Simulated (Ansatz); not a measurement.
Relaxation of Na₁₄Cl₁₄ (relaxed from a model of (NaCl)14 cage of four- and six-membered rings, whose bonding it doesn't keep) with RKS r2SCAN-D4/def2-SVP.

```sh
$ ansatz run in.yaml --threads 4 --pin off --events-out ev --progress --plain --max-ram 46080MiB --backend cuda --devices 0, --max-vram 37GiB
```

```yaml
crystal:
  periodic: [false, false, false]
  atoms:
    - {symbol: Cl, position_ang: [1.227140, 2.465020, -4.802870]}
    - {symbol: Cl, position_ang: [-1.398080, -0.031700, -4.651740]}
    - {symbol: Cl, position_ang: [1.225400, -2.525270, -4.391540]}
    - {symbol: Cl, position_ang: [1.541550, 0.233430, -1.865520]}
    - {symbol: Cl, position_ang: [1.433760, 3.515250, 0.073860]}
    - {symbol: Cl, position_ang: [-1.444720, 2.888950, -2.390500]}
    - {symbol: Cl, position_ang: [-1.348820, -2.466540, -1.878450]}
    - {symbol: Cl, position_ang: [1.714110, -2.411160, 0.632810]}
    - {symbol: Cl, position_ang: [-1.383810, -3.600340, 2.707320]}
    - {symbol: Cl, position_ang: [1.275360, -2.843940, 5.052030]}
    - {symbol: Cl, position_ang: [1.732030, 1.272610, 3.235420]}
    - {symbol: Cl, position_ang: [-1.383760, 3.585910, 2.490950]}
    - {symbol: Cl, position_ang: [-1.584020, 0.268180, 0.703090]}
    - {symbol: Cl, position_ang: [-1.289390, -0.323470, 5.106500]}
    - {symbol: Na, position_ang: [1.499730, -0.019570, -4.471230]}
    - {symbol: Na, position_ang: [-1.303110, 2.505910, -4.912250]}
    - {symbol: Na, position_ang: [-1.317300, -2.582810, -4.461850]}
    - {symbol: Na, position_ang: [1.384670, -2.449450, -1.889290]}
    - {symbol: Na, position_ang: [1.446110, 2.845650, -2.328540]}
    - {symbol: Na, position_ang: [-1.634380, 3.542290, -0.002540]}
    - {symbol: Na, position_ang: [-1.164940, 0.233540, -1.934710]}
    - {symbol: Na, position_ang: [-1.748720, -2.354790, 0.610500]}
    - {symbol: Na, position_ang: [1.226350, -3.636140, 2.706560]}
    - {symbol: Na, position_ang: [1.891080, 0.239540, 0.833690]}
    - {symbol: Na, position_ang: [1.138610, 3.640050, 2.552810]}
    - {symbol: Na, position_ang: [1.299400, -0.360840, 5.044430]}
    - {symbol: Na, position_ang: [-1.359920, -2.796370, 5.049950]}
    - {symbol: Na, position_ang: [-1.674320, 1.166030, 3.181110]}
basis:
  gaussian: {orbitals: def2-SVP, fitting: {mean_field: def2-universal-jkfit}}
hamiltonian: {xc: r2scan, dispersion: d4}
scf: {lower_state_search: "off"}
output: {orbitals: {seedname: orbitals}}
relax: {f_tol: 0.03, max_steps: 70}
```

It took 44 s on 4 threads of AMD EPYC 7R13 on a shared host and a share (37 GiB) of an NVIDIA H100 80GB HBM3, peak host memory 1.1 GiB.

Positions (Å) and forces (eV/Å) at steps 1, 2, 3, 4, 5, 6, 7, 10 of 10:

```xyz
28
step=1 energy=-237100.2835 eV
Cl    1.227    2.465   -4.803    0.461    0.464   -0.614
Cl   -1.398   -0.032   -4.652   -0.254   -0.038   -0.232
Cl    1.225   -2.525   -4.392    0.448   -0.559   -0.541
Cl    1.542    0.233   -1.866    0.289    0.001    0.184
Cl    1.434    3.515    0.074    0.102    0.173    0.021
Cl   -1.445    2.889   -2.390   -0.184    0.175   -0.104
Cl   -1.349   -2.467   -1.878   -0.206   -0.296   -0.075
Cl    1.714   -2.411    0.633    0.282    0.077   -0.076
Cl   -1.384   -3.600    2.707   -0.255   -0.598   -0.073
Cl    1.275   -2.844    5.052    0.361   -0.390    0.557
Cl    1.732    1.273    3.235    0.280    0.065   -0.039
Cl   -1.384    3.586    2.491   -0.412    0.500    0.429
Cl   -1.584    0.268    0.703   -0.094    0.102    0.018
Cl   -1.289   -0.323    5.106   -0.275    0.301    0.566
Na    1.500   -0.020   -4.471   -0.168   -0.005   -0.135
Na   -1.303    2.506   -4.912   -0.095    0.034   -0.106
Na   -1.317   -2.583   -4.462   -0.077   -0.028   -0.019
Na    1.385   -2.449   -1.889   -0.106   -0.019    0.094
Na    1.446    2.846   -2.329   -0.148    0.031   -0.001
Na   -1.634    3.542   -0.003    0.260   -0.111    0.131
Na   -1.165    0.234   -1.935   -0.043    0.002   -0.053
Na   -1.749   -2.355    0.611    0.031    0.234   -0.058
Na    1.226   -3.636    2.707   -0.088   -0.280    0.025
Na    1.891    0.240    0.834   -0.251    0.104   -0.153
Na    1.139    3.640    2.553    0.102    0.178    0.105
Na    1.299   -0.361    5.044   -0.035    0.052    0.240
Na   -1.360   -2.796    5.050    0.039   -0.178    0.227
Na   -1.674    1.166    3.181    0.034    0.010   -0.318
28
step=2 energy=-237101.0275 eV
Cl    1.332    2.544   -4.943    0.148    0.155   -0.243
Cl   -1.485   -0.041   -4.739   -0.018   -0.015   -0.055
Cl    1.333   -2.617   -4.502    0.140   -0.185   -0.200
Cl    1.591    0.238   -1.893    0.021   -0.006   -0.038
Cl    1.463    3.583    0.052   -0.109    0.182    0.022
Cl   -1.489    2.932   -2.382   -0.029    0.028   -0.121
Cl   -1.411   -2.544   -1.886   -0.026   -0.088   -0.101
Cl    1.767   -2.431    0.640    0.057    0.032   -0.023
Cl   -1.442   -3.735    2.716   -0.080   -0.290    0.012
Cl    1.364   -2.930    5.172    0.060   -0.141    0.226
Cl    1.780    1.279    3.271    0.151    0.018   -0.021
Cl   -1.454    3.713    2.626   -0.179    0.235    0.184
Cl   -1.628    0.302    0.689   -0.104    0.126   -0.006
Cl   -1.353   -0.260    5.222   -0.088    0.072    0.272
Na    1.442   -0.020   -4.543   -0.196   -0.010   -0.121
Na   -1.255    2.518   -4.931    0.083   -0.023    0.040
Na   -1.263   -2.598   -4.486    0.106    0.048    0.057
Na    1.356   -2.467   -1.925   -0.141   -0.178   -0.117
Na    1.408    2.872   -2.386   -0.191    0.104   -0.137
Na   -1.536    3.510    0.080    0.219   -0.151   -0.104
Na   -1.171    0.218   -1.977   -0.218    0.005   -0.190
Na   -1.742   -2.346    0.638    0.114    0.100   -0.019
Na    1.207   -3.674    2.752   -0.132   -0.153    0.024
Na    1.768    0.270    0.813    0.383   -0.281    0.048
Na    1.120    3.671    2.565    0.310    0.645    0.298
Na    1.275   -0.391    5.102    0.001   -0.053    0.230
Na   -1.313   -2.794    5.068    0.134   -0.057    0.070
Na   -1.663    1.200    3.185   -0.417   -0.118    0.014
28
step=3 energy=-237101.1407 eV
Cl    1.430    2.621   -5.075   -0.119   -0.102    0.085
Cl   -1.548   -0.052   -4.829    0.146   -0.014    0.057
Cl    1.441   -2.713   -4.630   -0.132    0.117    0.075
Cl    1.597    0.231   -1.928   -0.187    0.001   -0.016
Cl    1.449    3.735    0.060   -0.165   -0.104    0.033
Cl   -1.526    2.960   -2.403    0.074   -0.069   -0.099
Cl   -1.463   -2.613   -1.902    0.094    0.064   -0.094
Cl    1.821   -2.510    0.632   -0.108    0.102    0.020
Cl   -1.499   -3.879    2.725    0.079    0.038    0.059
Cl    1.438   -3.009    5.287   -0.173    0.086   -0.088
Cl    1.874    1.333    3.315   -0.090   -0.062   -0.120
Cl   -1.497    3.831    2.751    0.094   -0.109   -0.066
Cl   -1.735    0.360    0.670    0.152    0.043    0.035
Cl   -1.433   -0.210    5.354    0.125   -0.117   -0.043
Na    1.346   -0.026   -4.631   -0.025    0.010   -0.077
Na   -1.191    2.518   -4.954    0.099    0.027    0.003
Na   -1.187   -2.604   -4.506    0.102   -0.013   -0.004
Na    1.310   -2.534   -1.988   -0.001    0.068    0.084
Na    1.322    2.932   -2.433   -0.057   -0.032    0.036
Na   -1.401    3.442    0.131    0.261   -0.163    0.227
Na   -1.254    0.204   -2.053   -0.036    0.020    0.069
Na   -1.710   -2.329    0.662    0.147    0.066    0.045
Na    1.170   -3.741    2.798   -0.060   -0.041    0.019
Na    1.875    0.199    0.825   -0.215    0.142   -0.053
Na    1.171    3.844    2.647   -0.161   -0.248   -0.073
Na    1.255   -0.405    5.173   -0.115    0.069   -0.039
Na   -1.257   -2.801    5.086    0.086    0.032   -0.008
Na   -1.797    1.216    3.216    0.184    0.189   -0.067
28
step=4 energy=-237101.2697 eV
Cl    1.421    2.611   -5.064   -0.053   -0.037    0.023
Cl   -1.515   -0.050   -4.813    0.074   -0.013    0.009
Cl    1.436   -2.689   -4.615   -0.059    0.045    0.024
Cl    1.543    0.237   -1.953   -0.098   -0.004    0.029
Cl    1.432    3.698    0.061   -0.104   -0.094    0.032
Cl   -1.506    2.941   -2.397    0.014   -0.023   -0.082
Cl   -1.435   -2.597   -1.901    0.021    0.028   -0.083
Cl    1.767   -2.481    0.637   -0.001    0.081    0.008
Cl   -1.488   -3.859    2.734    0.009   -0.018    0.047
Cl    1.408   -2.988    5.272   -0.091    0.043   -0.029
Cl    1.828    1.313    3.285   -0.065   -0.046   -0.084
Cl   -1.479    3.809    2.742    0.038   -0.040   -0.019
Cl   -1.667    0.367    0.690    0.135    0.085    0.013
Cl   -1.420   -0.222    5.350    0.059   -0.061   -0.004
Na    1.348   -0.022   -4.654   -0.043    0.004   -0.039
Na   -1.181    2.518   -4.948    0.066    0.021    0.003
Na   -1.174   -2.602   -4.502    0.076   -0.009    0.001
Na    1.313   -2.519   -1.982    0.087    0.073   -0.018
Na    1.313    2.928   -2.434   -0.053   -0.043    0.022
Na   -1.363    3.389    0.145    0.216   -0.160    0.180
Na   -1.277    0.204   -2.038    0.018    0.111   -0.088
Na   -1.652   -2.317    0.668   -0.212   -0.033    0.085
Na    1.160   -3.736    2.797    0.143   -0.157    0.096
Na    1.807    0.224    0.794   -0.198    0.179   -0.059
Na    1.162    3.814    2.639   -0.116   -0.201   -0.052
Na    1.241   -0.394    5.165   -0.087    0.073   -0.013
Na   -1.264   -2.801    5.093    0.043    0.030    0.039
Na   -1.756    1.223    3.228    0.182    0.165   -0.041
28
step=5 energy=-237101.4043 eV
Cl    1.411    2.599   -5.058    0.069    0.077   -0.065
Cl   -1.451   -0.042   -4.813   -0.074   -0.003   -0.077
Cl    1.444   -2.642   -4.592    0.070   -0.073   -0.049
Cl    1.431    0.253   -2.003    0.073   -0.013    0.061
Cl    1.397    3.594    0.064    0.092   -0.079    0.017
Cl   -1.478    2.925   -2.398   -0.103    0.078   -0.031
Cl   -1.397   -2.547   -1.893   -0.093   -0.018   -0.013
Cl    1.695   -2.421    0.668   -0.035    0.025   -0.001
Cl   -1.456   -3.843    2.774   -0.062   -0.059   -0.024
Cl    1.363   -2.954    5.264    0.063   -0.031    0.059
Cl    1.728    1.260    3.227   -0.037   -0.011    0.015
Cl   -1.448    3.780    2.730   -0.084    0.108    0.044
Cl   -1.527    0.388    0.711    0.076    0.050   -0.028
Cl   -1.398   -0.235    5.352   -0.099    0.048    0.045
Na    1.335   -0.008   -4.706   -0.016   -0.009    0.018
Na   -1.156    2.526   -4.947   -0.024    0.022   -0.017
Na   -1.130   -2.586   -4.490    0.000   -0.020    0.022
Na    1.339   -2.479   -1.969   -0.015    0.085    0.084
Na    1.275    2.914   -2.445    0.009   -0.027   -0.010
Na   -1.257    3.242    0.180    0.003   -0.120    0.050
Na   -1.318    0.242   -2.057    0.036   -0.083   -0.004
Na   -1.666   -2.307    0.700    0.180    0.013    0.016
Na    1.191   -3.773    2.818   -0.039    0.026   -0.028
Na    1.640    0.296    0.723   -0.230    0.094   -0.060
Na    1.134    3.736    2.623    0.024   -0.056    0.010
Na    1.204   -0.371    5.165    0.052    0.003    0.002
Na   -1.266   -2.796    5.128    0.011   -0.030   -0.023
Na   -1.641    1.250    3.245    0.154    0.002   -0.014
28
step=6 energy=-237101.4894 eV
Cl    1.425    2.615   -5.087    0.052    0.059   -0.023
Cl   -1.447   -0.040   -4.855   -0.094   -0.002   -0.069
Cl    1.477   -2.634   -4.594    0.065   -0.048   -0.014
Cl    1.377    0.267   -2.026    0.104   -0.028    0.000
Cl    1.406    3.511    0.076    0.212   -0.084   -0.009
Cl   -1.494    2.921   -2.410   -0.096    0.083    0.032
Cl   -1.399   -2.537   -1.899   -0.114    0.004    0.017
Cl    1.614   -2.362    0.696   -0.104   -0.024    0.011
Cl   -1.460   -3.877    2.791   -0.060   -0.011   -0.033
Cl    1.360   -2.955    5.295    0.085   -0.029    0.029
Cl    1.657    1.233    3.218   -0.062   -0.016    0.075
Cl   -1.435    3.796    2.744   -0.088    0.098   -0.015
Cl   -1.403    0.412    0.707   -0.044   -0.039   -0.025
Cl   -1.404   -0.232    5.379   -0.131    0.052   -0.001
Na    1.301    0.002   -4.739    0.061   -0.013    0.026
Na   -1.135    2.532   -4.960   -0.066    0.031   -0.032
Na   -1.088   -2.577   -4.490   -0.045   -0.042    0.005
Na    1.327   -2.442   -1.960   -0.003    0.059    0.085
Na    1.235    2.905   -2.464    0.071    0.015   -0.024
Na   -1.166    3.116    0.212   -0.210    0.031   -0.025
Na   -1.341    0.245   -2.099    0.005   -0.133    0.027
Na   -1.575   -2.297    0.722    0.297    0.003   -0.022
Na    1.178   -3.784    2.842   -0.024    0.067   -0.063
Na    1.462    0.368    0.687   -0.087    0.054   -0.037
Na    1.132    3.709    2.634    0.075    0.031    0.023
Na    1.178   -0.369    5.194    0.113   -0.020    0.013
Na   -1.249   -2.797    5.137   -0.053   -0.027   -0.024
Na   -1.532    1.271    3.250    0.143   -0.071    0.074
28
step=7 energy=-237101.6137 eV
Cl    1.418    2.626   -5.107    0.029    0.033    0.001
Cl   -1.457   -0.045   -4.898   -0.042    0.006   -0.039
Cl    1.488   -2.642   -4.591    0.043   -0.024    0.006
Cl    1.387    0.265   -2.047    0.082   -0.026   -0.007
Cl    1.431    3.394    0.093    0.171   -0.063    0.006
Cl   -1.512    2.929   -2.425   -0.028    0.060    0.027
Cl   -1.431   -2.531   -1.918   -0.041    0.006    0.006
Cl    1.479   -2.312    0.714   -0.001   -0.024    0.009
Cl   -1.461   -3.898    2.790   -0.004   -0.011   -0.015
Cl    1.364   -2.979    5.322    0.076   -0.008    0.000
Cl    1.541    1.228    3.265    0.004   -0.013    0.058
Cl   -1.430    3.825    2.734   -0.020    0.074   -0.029
Cl   -1.397    0.429    0.699   -0.054   -0.035   -0.029
Cl   -1.419   -0.244    5.404   -0.056    0.027    0.005
Na    1.306    0.001   -4.755    0.038   -0.009    0.008
Na   -1.151    2.538   -4.982   -0.046    0.009   -0.019
Na   -1.084   -2.585   -4.504   -0.043   -0.027    0.005
Na    1.309   -2.423   -1.953   -0.025    0.034    0.027
Na    1.240    2.898   -2.479    0.033    0.016   -0.031
Na   -1.187    3.112    0.202   -0.190    0.039    0.000
Na   -1.342    0.236   -2.132   -0.025   -0.102    0.058
Na   -1.375   -2.300    0.722    0.145    0.031   -0.015
Na    1.180   -3.781    2.856   -0.051    0.053   -0.009
Na    1.396    0.452    0.673   -0.037    0.042   -0.035
Na    1.148    3.726    2.648    0.015    0.044   -0.008
Na    1.180   -0.392    5.255    0.015   -0.051    0.006
Na   -1.254   -2.812    5.135   -0.052    0.004   -0.034
Na   -1.368    1.284    3.279    0.067   -0.085    0.048
28
step=10 energy=-237101.6622 eV
Cl    1.375    2.621   -5.127   -0.002    0.000    0.001
Cl   -1.493   -0.073   -4.887   -0.002    0.002    0.002
Cl    1.476   -2.670   -4.570   -0.001    0.002    0.000
Cl    1.423    0.258   -2.064    0.000    0.004    0.002
Cl    1.489    3.310    0.098   -0.002   -0.001   -0.002
Cl   -1.516    2.947   -2.413   -0.002    0.001    0.002
Cl   -1.431   -2.535   -1.887   -0.001    0.004    0.001
Cl    1.547   -2.253    0.730   -0.001    0.010    0.001
Cl   -1.436   -3.929    2.704   -0.001    0.003   -0.001
Cl    1.325   -3.021    5.326    0.002    0.003   -0.001
Cl    1.525    1.234    3.334    0.000   -0.001   -0.002
Cl   -1.392    3.881    2.724   -0.001   -0.002    0.000
Cl   -1.411    0.459    0.700    0.001    0.002    0.002
Cl   -1.485   -0.277    5.374   -0.002    0.002   -0.004
Na    1.298   -0.018   -4.761    0.001   -0.003   -0.001
Na   -1.205    2.514   -4.975    0.001   -0.001   -0.001
Na   -1.109   -2.618   -4.476    0.001   -0.002    0.001
Na    1.314   -2.406   -1.935    0.001   -0.004   -0.002
Na    1.250    2.894   -2.501    0.002    0.000   -0.002
Na   -1.252    3.162    0.203    0.001    0.003   -0.002
Na   -1.342    0.208   -2.102    0.001   -0.004   -0.001
Na   -1.227   -2.242    0.725    0.003   -0.004   -0.001
Na    1.184   -3.740    2.843    0.000   -0.005    0.000
Na    1.392    0.532    0.664    0.002   -0.007    0.001
Na    1.189    3.742    2.638    0.001    0.001    0.002
Na    1.131   -0.444    5.284    0.000   -0.002    0.004
Na   -1.318   -2.841    5.050   -0.002   -0.003    0.001
Na   -1.302    1.305    3.300    0.000    0.002    0.000
```

Single mean-field runs in def2-SVP are fitted with def2-universal-jkfit.
